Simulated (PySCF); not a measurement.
**Correlation energy of B (boron, neutral)**

[He] 2s2 2p1, 2P determinant. Computed with PySCF 2.14 in x2c-SVPall (3s2p1d, 14 functions), with scalar relativity by spin-free X2C-1e. Frozen: 1s2; 3 electrons correlated.

MP2 pair energies summed by pair of shells (mhartree):

| pair | energy | share (%) |
| --- | --- | --- |
| 2s-2s | -21.67 | 60.4 |
| 2s-2p | -14.21 | 39.6 |

Total MP2 correlation energy: -35.88 mhartree.

Same-spin part -2.33 and opposite-spin part -33.55 mhartree; SCS-MP2 scales them by 1/3 and 6/5 to -41.04 mhartree.

```tsv
level	correlation energy (mhartree)
CCSD	-56.90
(T)	-0.85
CCSD(T)	-57.75
```

Diagnostics: T1 = 0.011, D1 = 0.0216, largest double amplitude 0.138.

Task: Is a single reference adequate?

Result: Mostly. T1 lies below 0.03, but a double amplitude of this size points to a near-degeneracy that CCSD handles and MP2 describes poorly.
